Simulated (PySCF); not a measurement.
Run times: nickel in aug-cc-pV5Z

Measured wall times of calculations with PySCF 2.14 in aug-cc-pV5Z, with the non-relativistic Hamiltonian (point nucleus), run from one Python driver. Hardware: 1 thread of Neoverse-V2 on a shared host, 3 GiB allowed. The two-electron integrals over 202 functions were computed once and kept in memory (35 CPU seconds with the set-up); the times below exclude them. Kohn-Sham runs start from converged Hartree-Fock orbitals.

Launch command (the driver calls PySCF for each step listed in the task file):

```bash
OMP_NUM_THREADS=1 python atomrun2.py TASK.json OUT
```

```json
{"species": "Ni(2+) [Ar] 3d8", "step": "LDA", "iterations": "6", "wall time (s)": "6.1"}
{"species": "Ni(2+) [Ar] 3d8", "step": "PBE", "iterations": "6", "wall time (s)": "7.5"}
{"species": "Ni(2+) [Ar] 3d8", "step": "PBE0", "iterations": "7", "wall time (s)": "21"}
{"species": "Ni(2+) [Ar] 3d8", "step": "r2SCAN", "iterations": "7", "wall time (s)": "24"}
{"species": "Ni(2+) [Ar] 3d8", "step": "MP2 (8 electrons)", "iterations": "", "wall time (s)": "10"}
```

Question: Roughly how long does UHF with spin-orbit constants take for Ni(2+) [Ar] 3d8 here?

Answer: About 29 s.

Peak memory of the process: 2.6 GiB. Times on a shared host vary from run to run.
